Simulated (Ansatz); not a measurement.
```yaml
crystal:
  periodic: [false, false, false]
  atoms:
    - {symbol: C, position_ang: [-1.429457, -2.567733, 1.324707]}
    - {symbol: O, position_ang: [-0.467465, -1.677592, 0.889959]}
    - {symbol: Hf, position_ang: [0.196481, 0.034667, 0.269345]}
    - {symbol: C, position_ang: [-1.437194, 1.223277, -1.205131]}
    - {symbol: C, position_ang: [-0.762895, 2.239499, -0.486516]}
    - {symbol: C, position_ang: [-1.114893, 2.120312, 0.871510]}
    - {symbol: C, position_ang: [-2.017915, 1.039720, 0.993369]}
    - {symbol: C, position_ang: [-2.225628, 0.496244, -0.286819]}
    - {symbol: C, position_ang: [2.237512, 0.966417, -0.957004]}
    - {symbol: C, position_ang: [2.730725, 0.170801, 0.098605]}
    - {symbol: C, position_ang: [1.946144, -0.900604, -1.320018]}
    - {symbol: C, position_ang: [1.646144, -1.200604, -1.370018]}
    - {symbol: C, position_ang: [1.560406, 0.121622, -1.861401]}
    - {symbol: H, position_ang: [-1.489715, -3.436930, 0.657413]}
    - {symbol: H, position_ang: [-2.426226, -2.105189, 1.367618]}
    - {symbol: H, position_ang: [-1.188187, -2.934079, 2.329452]}
    - {symbol: H, position_ang: [0.853119, 0.687306, 1.864449]}
    - {symbol: H, position_ang: [-1.396108, 1.061402, -2.271784]}
    - {symbol: H, position_ang: [-0.094699, 2.975682, -0.907113]}
    - {symbol: H, position_ang: [-0.758827, 2.740339, 1.678535]}
    - {symbol: H, position_ang: [-2.444810, 0.675132, 1.916068]}
    - {symbol: H, position_ang: [-2.849849, -0.353213, -0.523638]}
    - {symbol: H, position_ang: [2.350756, 2.036377, -1.048148]}
    - {symbol: H, position_ang: [3.289076, 0.523120, 0.950957]}
    - {symbol: H, position_ang: [2.568174, -2.014751, 0.478996]}
    - {symbol: H, position_ang: [1.218128, -2.078982, -1.830719]}
    - {symbol: H, position_ang: [1.084031, 0.425828, -2.781388]}
basis:
  gaussian: {orbitals: def2-mTZVPP, nuclear_model: gaussian, point_charges: [{charge: 2.00, position_ang: [5.991, -0.959, 0.579]}]}
magnetization: {spin_polarized: true, initial_magnetization: 2}
hamiltonian: {xc: {name: revPBE}, dispersion: d4}
output: {forces: true}
```

```sh
$ ansatz run in.yaml --threads 11 --pin off --events-out ev --progress --plain --max-ram 174080MiB --backend cuda --devices 0, --max-vram 75GiB
```

Output, abridged:

```
Functional definition: revPBE
3315 factors; their error is unknown
mean field evaluation 1: about -14672.0311 eV, gradient 1.5e2 eV
mean field evaluation 2: about -13775.0093 eV, gradient 3.6e2 eV
mean field evaluation 4: about -14405.9590 eV, gradient 2.3e2 eV
mean field evaluation 8: about -14781.6772 eV, gradient 2.1e0 eV
mean field evaluation 16: about -14780.5088 eV, gradient 5.7e0 eV
mean field -14781.73467212 eV, -543.2187297809 hartree, gradient 2.2e-5 eV, S^2 2.008170; 1 other end points of the search recorded, 0 dependent functions left out
reference -14781.73476487 eV, -543.2187331892 hartree; 51, 49 occupied and 288, 290 virtual orbitals, 3315 factors
Total energy: -14784.14874874 eV, -543.3074454601 hartree
Atom 0 at    -1.429457    -2.567733     1.324707 Å, force    -0.725868    -0.677700     0.309055 eV/Å
Atom 1 at    -0.467465    -1.677592     0.889959 Å, force     1.297753     0.779182    -0.817369 eV/Å
Atom 2 at     0.196481     0.034667     0.269345 Å, force    -1.516049     1.886855     2.225343 eV/Å
Atom 3 at    -1.437194     1.223277    -1.205131 Å, force     0.168954    -0.213403    -0.480962 eV/Å
Atom 4 at    -0.762895     2.239499    -0.486516 Å, force     0.573079     0.329299    -0.251664 eV/Å
Atom 5 at    -1.114893     2.120312     0.871510 Å, force     0.417234     0.209505     0.387904 eV/Å
Atom 6 at    -2.017915     1.039720     0.993369 Å, force    -0.060728    -0.337934     0.430808 eV/Å
Atom 7 at    -2.225628     0.496244    -0.286819 Å, force    -0.310473    -0.513475    -0.187292 eV/Å
Atom 8 at     2.237512     0.966417    -0.957004 Å, force     1.257867     1.937843     2.529444 eV/Å
Atom 9 at     2.730725     0.170801     0.098605 Å, force     3.224465    -0.453345     1.548576 eV/Å
Atom 10 at     1.946144    -0.900604    -1.320018 Å, force   735.460745   726.684699   124.555679 eV/Å
Atom 11 at     1.646144    -1.200604    -1.370018 Å, force  -728.470966  -747.626791  -121.386994 eV/Å
Atom 12 at     1.560406     0.121622    -1.861401 Å, force    -4.503440    19.631753    -7.213195 eV/Å
Atom 13 at    -1.489715    -3.436930     0.657413 Å, force    -0.010321    -0.167514    -0.146533 eV/Å
Atom 14 at    -2.426226    -2.105189     1.367618 Å, force    -0.140195     0.121832    -0.016872 eV/Å
Atom 15 at    -1.188187    -2.934079     2.329452 Å, force     0.082307    -0.051171     0.217396 eV/Å
Atom 16 at     0.853119     0.687306     1.864449 Å, force    -0.119079    -0.037765    -0.159841 eV/Å
Atom 17 at    -1.396108     1.061402    -2.271784 Å, force    -0.099002     0.009000    -0.329656 eV/Å
Atom 18 at    -0.094699     2.975682    -0.907113 Å, force     0.097167     0.278511    -0.109269 eV/Å
Atom 19 at    -0.758827     2.740339     1.678535 Å, force     0.053356     0.187722     0.215684 eV/Å
Atom 20 at    -2.444810     0.675132     1.916068 Å, force    -0.153203    -0.058059     0.233380 eV/Å
Atom 21 at    -2.849849    -0.353213    -0.523638 Å, force    -0.203593    -0.178768    -0.063619 eV/Å
Atom 22 at     2.350756     2.036377    -1.048148 Å, force    -0.495760     0.527527    -0.250750 eV/Å
Atom 23 at     3.289076     0.523120     0.950957 Å, force     0.176983     0.551932     0.323757 eV/Å
Atom 24 at     2.568174    -2.014751     0.478996 Å, force     0.314431     0.322646     0.208433 eV/Å
Atom 25 at     1.218128    -2.078982    -1.830719 Å, force    -3.729309    -2.738301    -0.510917 eV/Å
Atom 26 at     1.084031     0.425828    -2.781388 Å, force     0.503683    -1.320157    -0.909905 eV/Å
Dipole moment:    -2.817917     0.130657    -1.384448 e Å
```

Problem. What is wrong with this run?

Solution. One atom was put on top of another. Self-consistency was reached. The result belongs to that input, not to the molecule as meant.
